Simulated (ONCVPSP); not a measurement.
erbium (Er): variants of one ONCV potential

Base potential:

ONCVPSP 4.0.1 input, shortened (lines: element, Z, core and valence counts, functional; n l f; lmax; l rc ep ncon nbas qcut; lloc lpopt rc5 dvloc0; l nproj debl; icmod fcfact rcfact), LDA (Perdew-Zunger), scalar-relativistic:

```
  Er 68.00   10    4        3      upf
    1    0    2.00
    2    0    2.00
    2    1    6.00
    3    0    2.00
    3    1    6.00
    3    2   10.00
    4    0    2.00
    4    1    6.00
    4    2   10.00
    4    3   11.00
    5    0    2.00
    5    1    6.00
    5    2    2.00
    6    0    1.00
    2
    0    2.30    0.00    3    7    4.50
    1    1.75    0.00    4    7    9.80
    2    2.65    0.00    4    8    6.10
    4    5    1.40   -1.00
    0    3    1.00
    1    2    3.50
    2    3    0.70
    2    0.50    0.60
```

All-electron outer shells of the reference configuration (LDA (Perdew-Zunger), scalar-relativistic, ld1.x):

```tsv
shell	level (eV)	outermost node (bohr)	outermost maximum (bohr)
5s	-54.91	0.60	1.10
5p	-28.72	0.65	1.26
4f	-8.48	–	0.51
6s	-4.24	1.49	3.22
5d	-1.65	0.73	1.95
```

Cutoffs, loose and tight: the cutoffs (Ha) at which the residual kinetic energy of the hardest occupied pseudo-wave falls to 1 and 0.1 mHa per electron. They do not see the model core or the augmentation charge, which bear on the density cutoff. Test errors are all-electron minus pseudo excitation energies from the reference, over the configurations 5s2 5p6 5d1 6s2; 5s2 5p6 5d1 6s1; 5s2 5p6 5d1 6s0; 5s2 5p6 5d1 6s1.5. A dash means not determined; rows that change the core or the reference have their own tests.

```
    change    outcome  cutoff, loose  cutoff, tight  bound ghosts  GHOST(+) flags above zero  largest test error (meV)
      base  generated          27 Ha          33 Ha          none                          s                      -9.0
   d: rc 2  generated          27 Ha          33 Ha          none                          s                      -9.0
d: rc 2.28  generated          27 Ha          33 Ha          none                          s                      -9.1
 d: rc 2.7  generated          27 Ha          33 Ha          none                          s                      -8.9
 d: rc 3.1  generated          27 Ha          33 Ha          none                       s, d                      -8.1
d: rc 3.36  generated          27 Ha          33 Ha          none                          s                      -5.8
d: rc 3.68  generated          27 Ha          33 Ha          none                          s                      -5.4
```

Reading the sweep of the d radius (base included, trends over the rows without a ghost): The loose cutoff stays near 27 Ha. The median size of the test errors (rows with all tests solved) falls from 6.3 meV at 2 to 2.6 meV at 3.68 bohr. This runs against the usual rule that a larger radius transfers worse; these runs do not show why.
